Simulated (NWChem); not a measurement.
System: ZnHF; SMILES [F][ZnH]

Computed with NWChem. All runs use the structure optimised with PBE0/def2-SVP. Ions are spin-unrestricted doublets at the neutral geometry; other ion states weren't tried.

**Question.** What does the run give for PBE0/def2-SVP? Quantities: −ε(HOMO) (eV).

**Answer.** 
| Item | Result |
|---|---|
| −ε(HOMO) (eV) | 9.33 |
